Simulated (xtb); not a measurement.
Al(H)2(Me) (CH5Al), SMILES [AlH2][CH3]. All values are semi-empirical tight-binding results from xtb (GFN2-xTB unless named), good for trends rather than for accurate numbers. Geometry: GFN2-xTB.

The geometry has at least one imaginary mode, so it is a saddle point at that level.

For metal compounds this method's bond lengths and energies can be far off.

Computed properties:
```yaml
orbital_gap: 4.94 eV
```
